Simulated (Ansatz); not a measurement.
Geometry optimisation of C$_{3}$H$_{5}$BSeZn (`BC#[C][Zn][CH2][SeH]`).

```yaml
crystal:
  periodic: [false, false, false]
  atoms:
    - {symbol: B, position_ang: [-2.422460, -2.171010, 1.908100]}
    - {symbol: C, position_ang: [-1.622500, -1.119290, 1.199260]}
    - {symbol: C, position_ang: [-0.961630, -0.266370, 0.636060]}
    - {symbol: Zn, position_ang: [0.071000, 1.129520, -0.237920]}
    - {symbol: C, position_ang: [1.643240, 1.997120, -1.172430]}
    - {symbol: Se, position_ang: [2.911230, 0.522100, -1.504930]}
    - {symbol: H, position_ang: [-3.360000, -2.634600, 1.383790]}
    - {symbol: H, position_ang: [-2.103500, -2.504790, 2.983170]}
    - {symbol: H, position_ang: [1.496060, 2.504540, -2.122580]}
    - {symbol: H, position_ang: [2.201540, 2.668130, -0.518920]}
    - {symbol: H, position_ang: [2.147030, -0.125370, -2.553610]}
basis:
  gaussian: {orbitals: def2-TZVP}
hamiltonian: {xc: pbe0, dispersion: d4}
relax: {f_tol: 0.005, max_steps: 150}
```

```sh
$ ansatz run in.yaml --threads 2 --pin off --events-out ev --progress --plain --max-ram 32768MiB --backend cuda --devices 0, --max-vram 18GiB
```

Output, abridged:

```
Functional definition: PBE0
mean field -117617.71133152 eV, -4322.3711672853 hartree, gradient 6.1e-5 eV, S^2 0.000000; 0 other end points of the search recorded, 0 dependent functions left out
relax step   1: F+E_penalty+E_count = -117617.91825869 eV  Δ(F+E_penalty+E_count) = +0.000e0 eV  max|allowed force component| = 1.235e0 eV/Å  Δτ_max = 0.0000 Å  (34 SCF iters, accepted)
mean field -117617.84808344 eV, -4322.3761928256 hartree, gradient 1.4e-5 eV, S^2 0.000000; 0 other end points of the search recorded, 0 dependent functions left out
relax step   2: F+E_penalty+E_count = -117618.05711232 eV  Δ(F+E_penalty+E_count) = -1.389e-1 eV  max|allowed force component| = 6.092e-1 eV/Å  Δτ_max = 0.1713 Å  (41 SCF iters, accepted)
mean field -117617.87839901 eV, -4322.3773069021 hartree, gradient 2.5e-5 eV, S^2 0.000000; 0 other end points of the search recorded, 0 dependent functions left out
relax step   3: F+E_penalty+E_count = -117618.08909825 eV  Δ(F+E_penalty+E_count) = -3.199e-2 eV  max|allowed force component| = 3.316e-1 eV/Å  Δτ_max = 0.0877 Å  (35 SCF iters, accepted)
mean field -117617.90947577 eV, -4322.3784489522 hartree, gradient 9.6e-6 eV, S^2 0.000000; 0 other end points of the search recorded, 0 dependent functions left out
relax step   4: F+E_penalty+E_count = -117618.11748786 eV  Δ(F+E_penalty+E_count) = -2.839e-2 eV  max|allowed force component| = 1.305e-1 eV/Å  Δτ_max = 0.1814 Å  (35 SCF iters, accepted)
mean field -117617.91322075 eV, -4322.3785865775 hartree, gradient 2.2e-5 eV, S^2 0.000000; 0 other end points of the search recorded, 0 dependent functions left out
relax step   5: F+E_penalty+E_count = -117618.12117827 eV  Δ(F+E_penalty+E_count) = -3.690e-3 eV  max|allowed force component| = 1.821e-1 eV/Å  Δτ_max = 0.1455 Å  (34 SCF iters, accepted)
mean field -117617.91821954 eV, -4322.3787702797 hartree, gradient 1.6e-5 eV, S^2 0.000000; 0 other end points of the search recorded, 0 dependent functions left out
relax step   6: F+E_penalty+E_count = -117618.12533104 eV  Δ(F+E_penalty+E_count) = -4.153e-3 eV  max|allowed force component| = 6.827e-2 eV/Å  Δτ_max = 0.1165 Å  (35 SCF iters, accepted)
mean field -117617.91986776 eV, -4322.3788308507 hartree, gradient 2.0e-5 eV, S^2 0.000000; 0 other end points of the search recorded, 0 dependent functions left out
relax step   7: F+E_penalty+E_count = -117618.12702327 eV  Δ(F+E_penalty+E_count) = -1.692e-3 eV  max|allowed force component| = 2.162e-2 eV/Å  Δτ_max = 0.0376 Å  (35 SCF iters, accepted)
mean field -117617.92027361 eV, -4322.3788457655 hartree, gradient 1.5e-5 eV, S^2 0.000000; 0 other end points of the search recorded, 0 dependent functions left out
relax step   8: F+E_penalty+E_count = -117618.12733470 eV  Δ(F+E_penalty+E_count) = -3.114e-4 eV  max|allowed force component| = 2.133e-2 eV/Å  Δτ_max = 0.0251 Å  (36 SCF iters, accepted)
mean field -117617.92046360 eV, -4322.3788527474 hartree, gradient 1.4e-5 eV, S^2 0.000000; 0 other end points of the search recorded, 0 dependent functions left out
relax step   9: F+E_penalty+E_count = -117618.12746087 eV  Δ(F+E_penalty+E_count) = -1.262e-4 eV  max|allowed force component| = 9.523e-3 eV/Å  Δτ_max = 0.0205 Å  (37 SCF iters, accepted)
mean field -117617.92059999 eV, -4322.3788577597 hartree, gradient 1.4e-5 eV, S^2 0.000000; 0 other end points of the search recorded, 0 dependent functions left out
relax step  10: F+E_penalty+E_count = -117618.12751736 eV  Δ(F+E_penalty+E_count) = -5.649e-5 eV  max|allowed force component| = 1.586e-2 eV/Å  Δτ_max = 0.0272 Å  (36 SCF iters, accepted)
mean field -117617.91988943 eV, -4322.3788316471 hartree, gradient 1.3e-5 eV, S^2 0.000000; 0 other end points of the search recorded, 0 dependent functions left out
relax step  11: F+E_penalty+E_count = -117618.12661437 eV  Δ(F+E_penalty+E_count) = +9.030e-4 eV  max|allowed force component| = 1.167e-1 eV/Å  Δτ_max = 0.0573 Å  (36 SCF iters, rejected (line search))
mean field -117617.92066256 eV, -4322.3788600592 hartree, gradient 1.3e-5 eV, S^2 0.000000; 0 other end points of the search recorded, 0 dependent functions left out
relax step  12: F+E_penalty+E_count = -117618.12755820 eV  Δ(F+E_penalty+E_count) = -4.084e-5 eV  max|allowed force component| = 1.569e-2 eV/Å  Δτ_max = 0.0114 Å  (37 SCF iters, accepted)
mean field -117617.92068694 eV, -4322.3788609550 hartree, gradient 1.3e-5 eV, S^2 0.000000; 0 other end points of the search recorded, 0 dependent functions left out
relax step  13: F+E_penalty+E_count = -117618.12757803 eV  Δ(F+E_penalty+E_count) = -1.983e-5 eV  max|allowed force component| = 1.348e-2 eV/Å  Δτ_max = 0.0085 Å  (38 SCF iters, accepted)
mean field -117617.92072354 eV, -4322.3788623000 hartree, gradient 1.4e-5 eV, S^2 0.000000; 0 other end points of the search recorded, 0 dependent functions left out
relax step  14: F+E_penalty+E_count = -117618.12761649 eV  Δ(F+E_penalty+E_count) = -3.846e-5 eV  max|allowed force component| = 1.719e-2 eV/Å  Δτ_max = 0.0201 Å  (37 SCF iters, accepted)
mean field -117617.92074114 eV, -4322.3788629468 hartree, gradient 1.3e-5 eV, S^2 0.000000; 0 other end points of the search recorded, 0 dependent functions left out
relax step  15: F+E_penalty+E_count = -117618.12764523 eV  Δ(F+E_penalty+E_count) = -2.874e-5 eV  max|allowed force component| = 1.843e-2 eV/Å  Δτ_max = 0.0176 Å  (37 SCF iters, accepted)
mean field -117617.92074899 eV, -4322.3788632354 hartree, gradient 1.3e-5 eV, S^2 0.000000; 0 other end points of the search recorded, 0 dependent functions left out
relax step  16: F+E_penalty+E_count = -117618.12767330 eV  Δ(F+E_penalty+E_count) = -2.806e-5 eV  max|allowed force component| = 1.751e-2 eV/Å  Δτ_max = 0.0146 Å  (37 SCF iters, accepted)
mean field -117617.92076202 eV, -4322.3788637143 hartree, gradient 1.4e-5 eV, S^2 0.000000; 0 other end points of the search recorded, 0 dependent functions left out
relax step  17: F+E_penalty+E_count = -117618.12771570 eV  Δ(F+E_penalty+E_count) = -4.240e-5 eV  max|allowed force component| = 1.808e-2 eV/Å  Δτ_max = 0.0197 Å  (37 SCF iters, accepted)
mean field -117617.92066473 eV, -4322.3788601386 hartree, gradient 1.5e-5 eV, S^2 0.000000; 0 other end points of the search recorded, 0 dependent functions left out
relax step  18: F+E_penalty+E_count = -117618.12766471 eV  Δ(F+E_penalty+E_count) = +5.099e-5 eV  max|allowed force component| = 4.870e-2 eV/Å  Δτ_max = 0.0415 Å  (36 SCF iters, rejected (line search))
mean field -117617.92076615 eV, -4322.3788638660 hartree, gradient 1.4e-5 eV, S^2 0.000000; 0 other end points of the search recorded, 0 dependent functions left out
relax step  19: F+E_penalty+E_count = -117618.12774541 eV  Δ(F+E_penalty+E_count) = -2.971e-5 eV  max|allowed force component| = 2.180e-2 eV/Å  Δτ_max = 0.0204 Å  (36 SCF iters, accepted)
mean field -117617.92079108 eV, -4322.3788647822 hartree, gradient 1.3e-5 eV, S^2 0.000000; 0 other end points of the search recorded, 0 dependent functions left out
relax step  20: F+E_penalty+E_count = -117618.12777583 eV  Δ(F+E_penalty+E_count) = -3.042e-5 eV  max|allowed force component| = 1.682e-2 eV/Å  Δτ_max = 0.0105 Å  (38 SCF iters, accepted)
mean field -117617.92080005 eV, -4322.3788651116 hartree, gradient 1.3e-5 eV, S^2 0.000000; 0 other end points of the search recorded, 0 dependent functions left out
relax step  21: F+E_penalty+E_count = -117618.12778452 eV  Δ(F+E_penalty+E_count) = -8.689e-6 eV  max|allowed force component| = 1.394e-2 eV/Å  Δτ_max = 0.0038 Å  (39 SCF iters, accepted)
mean field -117617.92080673 eV, -4322.3788653571 hartree, gradient 1.3e-5 eV, S^2 0.000000; 0 other end points of the search recorded, 0 dependent functions left out
relax step  22: F+E_penalty+E_count = -117618.12778994 eV  Δ(F+E_penalty+E_count) = -5.422e-6 eV  max|allowed force component| = 9.247e-3 eV/Å  Δτ_max = 0.0022 Å  (39 SCF iters, accepted)
mean field -117617.92081034 eV, -4322.3788654897 hartree, gradient 1.3e-5 eV, S^2 0.000000; 0 other end points of the search recorded, 0 dependent functions left out
relax step  23: F+E_penalty+E_count = -117618.12779387 eV  Δ(F+E_penalty+E_count) = -3.927e-6 eV  max|allowed force component| = 5.070e-3 eV/Å  Δτ_max = 0.0020 Å  (38 SCF iters, accepted)
mean field -117617.92081348 eV, -4322.3788656052 hartree, gradient 1.3e-5 eV, S^2 0.000000; 0 other end points of the search recorded, 0 dependent functions left out
relax step  24: F+E_penalty+E_count = -117618.12779867 eV  Δ(F+E_penalty+E_count) = -4.800e-6 eV  max|allowed force component| = 4.527e-3 eV/Å  Δτ_max = 0.0035 Å  (38 SCF iters, accepted)
mean field -117617.92081348 eV, -4322.3788656052 hartree, gradient 1.3e-5 eV, S^2 0.000000; 1 other end points of the search recorded, 0 dependent functions left out
Total energy: -117618.12783978 eV, -4322.3864736813 hartree
Atom 0 at    -2.488280    -2.093730     1.910954 Å, force     0.002317     0.001886    -0.001721 eV/Å
Atom 1 at    -1.556024    -1.151226     1.215705 Å, force     0.000764     0.001475     0.002023 eV/Å
Atom 2 at    -0.791860    -0.383269     0.648367 Å, force    -0.001959    -0.003080     0.002306 eV/Å
Atom 3 at     0.370489     0.812135    -0.222431 Å, force     0.000399    -0.000241    -0.000705 eV/Å
Atom 4 at     1.620268     1.955395    -1.144921 Å, force    -0.000642     0.001434    -0.003356 eV/Å
Atom 5 at     3.038872     0.780814    -1.841526 Å, force    -0.004527    -0.001911    -0.001766 eV/Å
Atom 6 at    -3.317255    -2.684497     1.285907 Å, force    -0.002414    -0.001856    -0.002175 eV/Å
Atom 7 at    -2.404780    -2.255901     3.091533 Å, force     0.001051     0.001244     0.000623 eV/Å
Atom 8 at     1.228905     2.571899    -1.951838 Å, force     0.001900    -0.002302     0.002566 eV/Å
Atom 9 at     2.142147     2.607394    -0.441829 Å, force     0.000142    -0.000112    -0.000022 eV/Å
Atom 10 at     2.157526    -0.159033    -2.549932 Å, force     0.002969     0.003464     0.002228 eV/Å
Dipole moment:    -0.015060     0.327845    -0.115766 e Å
```

Run time 39 s (2 threads of an AMD EPYC 7R13 on a shared host and a share of an NVIDIA H100 80 GB); peak host memory 0.93 GiB.
